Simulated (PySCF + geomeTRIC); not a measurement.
Method: BP86-D3(BJ)/def2-SVP in PySCF + geomeTRIC. fastk is a local helper that only speeds up exchange builds. No frequencies were computed at this level.

```python
import json, numpy as np
from pyscf import gto, dft
from fastk import lowrank_exchange
atoms = """
Hf    -0.137842     0.021136     0.030254
Cl     1.904494    -0.739049    -0.516907
Cl     0.113104     1.798680     1.380760
O     -1.257725    -1.124993     0.956446
H     -2.144296    -0.840814     1.204028
O     -0.992728     0.288724    -1.589149
H     -1.114110    -0.443781    -2.202824
"""
def scf(charge, spin, dm0=None):
    mol = gto.M(atom=atoms, basis='def2-svp', ecp={'Hf': 'def2-svp'}, charge=charge, spin=spin, verbose=3, max_memory=3360)
    mf = dft.KS(mol, xc='bp86').density_fit(auxbasis="def2-universal-jkfit")
    mf.disp = 'd3bj'
    mf.grids.level = 3
    mf.conv_tol = 1e-8
    mf.max_cycle = 120
    mf.level_shift = 0.25
    mf.kernel(dm0)
    if not mf.converged:
        mf = mf.newton().run(mf.mo_coeff, mf.mo_occ).undo_soscf()
    return mf
mf = scf(0, 0)
from pyscf.geomopt.geometric_solver import kernel as optimize
path = []
done, mol = optimize(mf, maxsteps=120, assert_convergence=False, callback=lambda env: path.append((env["energy"], bool(env["g_scanner"].converged))))
res = dict(converged=bool(done and path[-1][1]), energy=path[-1][0], path=[e for e, c in path], xyz=mol.atom_coords(unit="Angstrom").tolist(), nao=mol.nao)
json.dump(res, open("result.json", "w"))
```

Output:

```
[...]
Step   18 : Displace = 2.126e-04/3.448e-04 (rms/max) Trust = 2.882e-04 (=) Grad = 6.167e-04/1.050e-03 (rms/max) E (change) = -1120.1519651291 (-2.070e-07) Quality = 0.341
Step   19 : Displace = 2.121e-04/3.352e-04 (rms/max) Trust = 2.882e-04 (=) Grad = 6.160e-04/1.046e-03 (rms/max) E (change) = -1120.1519653153 (-1.862e-07) Quality = 0.266
Step   20 : Displace = 2.061e-04/3.328e-04 (rms/max) Trust = 2.882e-04 (=) Grad = 6.123e-04/1.042e-03 (rms/max) E (change) = -1120.1519654779 (-1.627e-07) Quality = 0.212
Step   21 : Displace = 1.174e-04/1.850e-04 (rms/max) Trust = 1.031e-04 (-) Grad = 6.129e-04/1.040e-03 (rms/max) E (change) = -1120.1519655788 (-1.009e-07) Quality = 0.204
Step   22 : Displace = 1.117e-04/1.795e-04 (rms/max) Trust = 1.000e-04 (-) Grad = 6.103e-04/1.038e-03 (rms/max) E (change) = -1120.1519656939 (-1.151e-07) Quality = 0.226
Step   23 : Displace = 1.095e-04/1.705e-04 (rms/max) Trust = 1.000e-04 (=) Grad = 6.113e-04/1.037e-03 (rms/max) E (change) = -1120.1519657888 (-9.488e-08) Quality = 0.166
Step   24 : Displace = 1.074e-04/1.701e-04 (rms/max) Trust = 1.000e-04 (=) Grad = 6.099e-04/1.035e-03 (rms/max) E (change) = -1120.1519658743 (-8.547e-08) Quality = 0.139
Step   25 : Displace = 1.064e-04/1.636e-04 (rms/max) Trust = 1.000e-04 (=) Grad = 6.107e-04/1.034e-03 (rms/max) E (change) = -1120.1519659516 (-7.732e-08) Quality = 0.110
Step   26 : Displace = 1.032e-04/1.575e-04 (rms/max) Trust = 1.000e-04 (=) Grad = 6.084e-04/1.033e-03 (rms/max) E (change) = -1120.1519660812 (-1.296e-07) Quality = 0.179
Step   27 : Displace = 1.050e-04/1.541e-04 (rms/max) Trust = 1.000e-04 (=) Grad = 6.083e-04/1.032e-03 (rms/max) E (change) = -1120.1519661323 (-5.111e-08) Quality = 0.054
Step   28 : Displace = 1.016e-04/1.435e-04 (rms/max) Trust = 1.000e-04 (=) Grad = 6.079e-04/1.031e-03 (rms/max) E (change) = -1120.1519662606 (-1.283e-07) Quality = 0.130
Step   29 : Displace = 1.013e-04/1.408e-04 (rms/max) Trust = 1.000e-04 (=) Grad = 6.080e-04/1.030e-03 (rms/max) E (change) = -1120.1519663567 (-9.608e-08) Quality = 0.085
Step   30 : Displace = 1.006e-04/1.455e-04 (rms/max) Trust = 1.000e-04 (=) Grad = 6.077e-04/1.029e-03 (rms/max) E (change) = -1120.1519664185 (-6.182e-08) Quality = 0.049
Step   31 : Displace = 1.004e-04/1.504e-04 (rms/max) Trust = 1.000e-04 (=) Grad = 6.084e-04/1.028e-03 (rms/max) E (change) = -1120.1519665194 (-1.009e-07) Quality = 0.071
Step   32 : Displace = 1.001e-04/1.548e-04 (rms/max) Trust = 1.000e-04 (=) Grad = 6.002e-04/9.480e-04 (rms/max) E (change) = -1120.1519666009 (-8.153e-08) Quality = 0.053
Step   33 : Displace = 1.060e-04/1.645e-04 (rms/max) Trust = 1.000e-04 (=) Grad = 6.006e-04/9.455e-04 (rms/max) E (change) = -1120.1519666666 (-6.574e-08) Quality = 1.265
Step   34 : Displace = 1.428e-04/2.259e-04 (rms/max) Trust = 1.414e-04 (+) Grad = 5.984e-04/9.420e-04 (rms/max) E (change) = -1120.1519667344 (-6.776e-08) Quality = 0.939
Step   35 : Displace = 2.051e-04/3.162e-04 (rms/max) Trust = 2.000e-04 (+) Grad = 5.985e-04/9.370e-04 (rms/max) E (change) = -1120.1519668080 (-7.361e-08) Quality = 0.719
Step   36 : Displace = 2.048e-04/3.146e-04 (rms/max) Trust = 2.000e-04 (=) Grad = 5.961e-04/9.320e-04 (rms/max) E (change) = -1120.1519669108 (-1.028e-07) Quality = 1.014
Step   37 : Displace = 2.913e-04/4.281e-04 (rms/max) Trust = 2.828e-04 (+) Grad = 5.958e-04/9.251e-04 (rms/max) E (change) = -1120.1519670109 (-1.001e-07) Quality = 0.670
Step   38 : Displace = 2.896e-04/4.338e-04 (rms/max) Trust = 2.828e-04 (=) Grad = 5.942e-04/9.187e-04 (rms/max) E (change) = -1120.1519671011 (-9.015e-08) Quality = 0.560
Step   39 : Displace = 2.841e-04/4.431e-04 (rms/max) Trust = 2.828e-04 (=) Grad = 5.944e-04/9.126e-04 (rms/max) E (change) = -1120.1519671172 (-1.619e-08) Quality = 0.092
Step   40 : Displace = 1.411e-04/2.269e-04 (rms/max) Trust = 1.414e-04 (-) Grad = 5.925e-04/9.099e-04 (rms/max) E (change) = -1120.1519671868 (-6.958e-08) Quality = 0.667
Step   41 : Displace = 1.409e-04/2.336e-04 (rms/max) Trust = 1.414e-04 (=) Grad = 5.939e-04/9.071e-04 (rms/max) E (change) = -1120.1519672251 (-3.825e-08) Quality = 0.316
Step   42 : Displace = 1.409e-04/2.373e-04 (rms/max) Trust = 1.414e-04 (=) Grad = 5.935e-04/9.049e-04 (rms/max) E (change) = -1120.1519672687 (-4.365e-08) Quality = 0.312
Step   43 : Displace = 1.410e-04/2.403e-04 (rms/max) Trust = 1.414e-04 (=) Grad = 5.926e-04/9.034e-04 (rms/max) E (change) = -1120.1519673086 (-3.992e-08) Quality = 0.259
Step   44 : Displace = 1.412e-04/2.415e-04 (rms/max) Trust = 1.414e-04 (=) Grad = 5.926e-04/9.018e-04 (rms/max) E (change) = -1120.1519673590 (-5.038e-08) Quality = 0.306
Step   45 : Displace = 1.415e-04/2.416e-04 (rms/max) Trust = 1.414e-04 (=) Grad = 5.920e-04/9.013e-04 (rms/max) E (change) = -1120.1519674055 (-4.650e-08) Quality = 0.248
Step   46 : Displace = 1.065e-04/1.799e-04 (rms/max) Trust = 1.000e-04 (-) Grad = 5.919e-04/9.005e-04 (rms/max) E (change) = -1120.1519675170 (-1.115e-07) Quality = 0.766
Step   47 : Displace = 1.419e-04/2.372e-04 (rms/max) Trust = 1.414e-04 (+) Grad = 5.911e-04/9.004e-04 (rms/max) E (change) = -1120.1519675721 (-5.504e-08) Quality = 0.266
Step   48 : Displace = 1.553e-04/2.620e-04 (rms/max) Trust = 1.414e-04 (=) Grad = 5.898e-04/9.001e-04 (rms/max) E (change) = -1120.1519676454 (-7.329e-08) Quality = 0.281
Step   49 : Displace = 1.445e-04/2.431e-04 (rms/max) Trust = 1.414e-04 (=) Grad = 5.893e-04/8.993e-04 (rms/max) E (change) = -1120.1519677194 (-7.409e-08) Quality = 0.288
Step   50 : Displace = 1.316e-04/2.202e-04 (rms/max) Trust = 1.414e-04 (=) Grad = 5.886e-04/8.989e-04 (rms/max) E (change) = -1120.1519678170 (-9.754e-08) Quality = 0.391
Step   51 : Displace = 1.413e-04/2.356e-04 (rms/max) Trust = 1.414e-04 (=) Grad = 5.880e-04/8.986e-04 (rms/max) E (change) = -1120.1519678957 (-7.874e-08) Quality = 0.275
Step   52 : Displace = 1.416e-04/2.386e-04 (rms/max) Trust = 1.414e-04 (=) Grad = 5.877e-04/8.983e-04 (rms/max) E (change) = -1120.1519679785 (-8.278e-08) Quality = 0.271
Step   53 : Displace = 1.422e-04/2.413e-04 (rms/max) Trust = 1.414e-04 (=) Grad = 5.867e-04/8.973e-04 (rms/max) E (change) = -1120.1519680723 (-9.378e-08) Quality = 0.279
Step   54 : Displace = 9.671e-05/1.692e-04 (rms/max) Trust = 1.414e-04 (=) Grad = 5.870e-04/8.963e-04 (rms/max) E (change) = -1120.1519684069 (-3.346e-07) Quality = 1.226
Step   55 : Displace = 1.062e-04/1.886e-04 (rms/max) Trust = 2.000e-04 (+) Grad = 5.843e-04/8.948e-04 (rms/max) E (change) = -1120.1519687479 (-3.409e-07) Quality = 1.244
Step   56 : Displace = 2.916e-04/5.275e-04 (rms/max) Trust = 2.828e-04 (+) Grad = 5.813e-04/8.906e-04 (rms/max) E (change) = -1120.1519695811 (-8.332e-07) Quality = 0.548
Step   57 : Displace = 1.101e-04/1.927e-04 (rms/max) Trust = 2.828e-04 (=) Grad = 5.814e-04/8.895e-04 (rms/max) E (change) = -1120.1519698884 (-3.073e-07) Quality = 1.110
Step   58 : Displace = 4.050e-04/7.358e-04 (rms/max) Trust = 4.000e-04 (+) Grad = 5.793e-04/8.836e-04 (rms/max) E (change) = -1120.1519709267 (-1.038e-06) Quality = 0.531
Step   59 : Displace = 1.244e-04/2.071e-04 (rms/max) Trust = 4.000e-04 (=) Grad = 5.751e-04/8.831e-04 (rms/max) E (change) = -1120.1519712587 (-3.320e-07) Quality = 1.163
Step   60 : Displace = 5.741e-04/1.026e-03 (rms/max) Trust = 5.657e-04 (+) Grad = 5.720e-04/8.764e-04 (rms/max) E (change) = -1120.1519727186 (-1.460e-06) Quality = 0.552
Step   61 : Displace = 5.533e-04/1.013e-03 (rms/max) Trust = 5.657e-04 (=) Grad = 5.682e-04/8.687e-04 (rms/max) E (change) = -1120.1519739350 (-1.216e-06) Quality = 0.480
Step   62 : Displace = 2.399e-04/3.720e-04 (rms/max) Trust = 5.657e-04 (=) Grad = 5.684e-04/8.694e-04 (rms/max) E (change) = -1120.1519743002 (-3.652e-07) Quality = 0.908
Step   63 : Displace = 6.864e-04/1.212e-03 (rms/max) Trust = 8.000e-04 (+) Grad = 6.362e-04/8.557e-04 (rms/max) E (change) = -1120.1519752446 (-9.444e-07) Quality = 0.684
Step   64 : Displace = 8.012e-04/1.481e-03 (rms/max) Trust = 8.000e-04 (=) Grad = 6.753e-04/8.658e-04 (rms/max) E (change) = -1120.1519767575 (-1.513e-06) Quality = 0.549
Step   65 : Displace = 8.345e-04/1.519e-03 (rms/max) Trust = 8.000e-04 (=) Grad = 6.436e-04/8.945e-04 (rms/max) E (change) = -1120.1519786688 (-1.911e-06) Quality = 0.526
Step   66 : Displace = 8.114e-04/1.405e-03 (rms/max) Trust = 8.000e-04 (=) Grad = 5.355e-04/8.360e-04 (rms/max) E (change) = -1120.1519800201 (-1.351e-06) Quality = 0.425
Step   67 : Displace = 7.994e-04/1.475e-03 (rms/max) Trust = 8.000e-04 (=) Grad = 5.309e-04/8.218e-04 (rms/max) E (change) = -1120.1519817539 (-1.734e-06) Quality = 0.471
Step   68 : Displace = 1.578e-04/2.138e-04 (rms/max) Trust = 8.000e-04 (=) Grad = 5.278e-04/8.173e-04 (rms/max) E (change) = -1120.1519820629 (-3.090e-07) Quality = 0.908
Step   69 : Displace = 1.131e-03/1.727e-03 (rms/max) Trust = 1.131e-03 (+) Grad = 6.245e-04/8.748e-04 (rms/max) E (change) = -1120.1519841393 (-2.076e-06) Quality = 0.478
Step   70 : Displace = 1.104e-03/1.918e-03 (rms/max) Trust = 1.131e-03 (=) Grad = 6.578e-04/1.024e-03 (rms/max) E (change) = -1120.1519869391 (-2.800e-06) Quality = 0.494
Step   71 : Displace = 1.124e-03/1.984e-03 (rms/max) Trust = 1.131e-03 (=) Grad = 5.719e-04/7.612e-04 (rms/max) E (change) = -1120.1519906352 (-3.696e-06) Quality = 0.512
Step   72 : Displace = 9.466e-04/1.227e-03 (rms/max) Trust = 1.131e-03 (=) Grad = 5.138e-04/7.641e-04 (rms/max) E (change) = -1120.1519916117 (-9.765e-07) Quality = 0.613
Step   73 : Displace = 4.054e-04/6.683e-04 (rms/max) Trust = 1.131e-03 (=) Grad = 4.831e-04/7.533e-04 (rms/max) E (change) = -1120.1519921427 (-5.310e-07) Quality = 1.086
Step   74 : Displace = 1.622e-03/2.759e-03 (rms/max) Trust = 1.600e-03 (+) Grad = 5.162e-04/7.873e-04 (rms/max) E (change) = -1120.1519936897 (-1.547e-06) Quality = 0.453
Step   75 : Displace = 1.618e-03/2.813e-03 (rms/max) Trust = 1.600e-03 (=) Grad = 5.674e-04/9.257e-04 (rms/max) E (change) = -1120.1519950283 (-1.339e-06) Quality = 0.341
Step   76 : Displace = 1.693e-03/3.084e-03 (rms/max) Trust = 1.600e-03 (=) Grad = 5.809e-04/9.346e-04 (rms/max) E (change) = -1120.1519976952 (-2.667e-06) Quality = 0.408
Step   77 : Displace = 1.597e-03/2.858e-03 (rms/max) Trust = 1.600e-03 (=) Grad = 4.804e-04/7.438e-04 (rms/max) E (change) = -1120.1520025637 (-4.868e-06) Quality = 0.438
Step   78 : Displace = 1.540e-03/2.138e-03 (rms/max) Trust = 1.600e-03 (=) Grad = 4.359e-04/6.628e-04 (rms/max) E (change) = -1120.1520033348 (-7.711e-07) Quality = 0.514
Step   79 : Displace = 1.547e-03/2.664e-03 (rms/max) Trust = 1.600e-03 (=) Grad = 4.078e-04/6.183e-04 (rms/max) E (change) = -1120.1520084460 (-5.111e-06) Quality = 0.393
Step   80 : Displace = 1.607e-03/2.436e-03 (rms/max) Trust = 1.600e-03 (=) Grad = 3.585e-04/5.705e-04 (rms/max) E (change) = -1120.1520136322 (-5.186e-06) Quality = 0.454
Step   81 : Displace = 1.561e-03/2.418e-03 (rms/max) Trust = 1.600e-03 (=) Grad = 3.259e-04/5.313e-04 (rms/max) E (change) = -1120.1520181592 (-4.527e-06) Quality = 0.547
Step   82 : Displace = 1.703e-03/2.845e-03 (rms/max) Trust = 1.600e-03 (=) Grad = 3.090e-04/4.946e-04 (rms/max) E (change) = -1120.1520226432 (-4.484e-06) Quality = 0.787
Step   83 : Displace = 2.364e-03/4.111e-03 (rms/max) Trust = 2.263e-03 (+) Grad = 2.952e-04/4.481e-04 (rms/max) E (change) = -1120.1520274191 (-4.776e-06) Quality = 1.084
Step   84 : Displace = 2.718e-03/4.843e-03 (rms/max) Trust = 3.200e-03 (+) Grad = 2.814e-04/4.329e-04 (rms/max) E (change) = -1120.1520317016 (-4.283e-06) Quality = 2.297
Step   85 : Displace = 1.913e-03/3.216e-03 (rms/max) Trust = 4.525e-03 (+) Grad = 2.735e-04/4.215e-04 (rms/max) E (change) = -1120.1520340858 (-2.384e-06) Quality = 3.254
Step   86 : Displace = 3.423e-03/5.234e-03 (rms/max) Trust = 6.400e-03 (+) Grad = 2.560e-04/4.029e-04 (rms/max) E (change) = -1120.1520377208 (-3.635e-06) Quality = 2.967
Step   87 : Displace = 3.844e-03/5.347e-03 (rms/max) Trust = 9.051e-03 (+) Grad = 2.436e-04/3.821e-04 (rms/max) E (change) = -1120.1520409266 (-3.206e-06) Quality = 2.773
Step   88 : Displace = 4.924e-03/6.681e-03 (rms/max) Trust = 1.280e-02 (+) Grad = 2.264e-04/3.531e-04 (rms/max) E (change) = -1120.1520437886 (-2.862e-06) Quality = 2.209
Step   89 : Displace = 1.802e-02/2.564e-02 (rms/max) Trust = 1.810e-02 (+) Grad = 3.262e-04/4.852e-04 (rms/max) E (change) = -1120.1520408729 (+2.916e-06) Quality = -0.670
Step   90 : Displace = 8.717e-03/1.154e-02 (rms/max) Trust = 9.010e-03 (-) Grad = 2.201e-04/2.820e-04 (rms/max) E (change) = -1120.1520485880 (-7.715e-06) Quality = 1.274
Step   91 : Displace = 4.271e-03/5.761e-03 (rms/max) Trust = 1.274e-02 (+) Grad = 2.089e-04/3.178e-04 (rms/max) E (change) = -1120.1520553231 (-6.735e-06) Quality = 1.485
Step   92 : Displace = 1.974e-02/2.602e-02 (rms/max) Trust = 1.802e-02 (+) Grad = 3.648e-04/4.998e-04 (rms/max) E (change) = -1120.1520539448 (+1.378e-06) Quality = -0.064
Step   93 : Displace = 9.321e-03/1.320e-02 (rms/max) Trust = 9.010e-03 (-) Grad = 1.335e-04/1.756e-04 (rms/max) E (change) = -1120.1520683021 (-1.436e-05) Quality = 0.716
Step   94 : Displace = 9.195e-03/1.338e-02 (rms/max) Trust = 9.010e-03 (=) Grad = 1.209e-04/1.962e-04 (rms/max) E (change) = -1120.1520613661 (+6.936e-06) Quality = -1.143
Step   95 : Displace = 4.903e-03/6.994e-03 (rms/max) Trust = 4.505e-03 (x) Grad = 1.074e-04/1.693e-04 (rms/max) E (change) = -1120.1520654170 (+2.885e-06) Quality = -0.622
Step   96 : Displace = 2.408e-03/3.456e-03 (rms/max) Trust = 2.252e-03 (-) Grad = 9.751e-05/1.696e-04 (rms/max) E (change) = -1120.1520635142 (+1.903e-06) Quality = -1.627
Step   97 : Displace = 1.133e-03/1.964e-03 (rms/max) Trust = 1.126e-03 (x) Grad = 9.735e-05/1.701e-04 (rms/max) E (change) = -1120.1520648624 (+5.546e-07) Quality = -1.655
Step   98 : Displace = 5.959e-04/1.085e-03 (rms/max) Trust = 5.631e-04 (-) Grad = 8.743e-05/1.651e-04 (rms/max) E (change) = -1120.1520644931 (+3.693e-07) Quality = -3.198
Converged! =D
```

Cost: roughly 19 core-minutes.
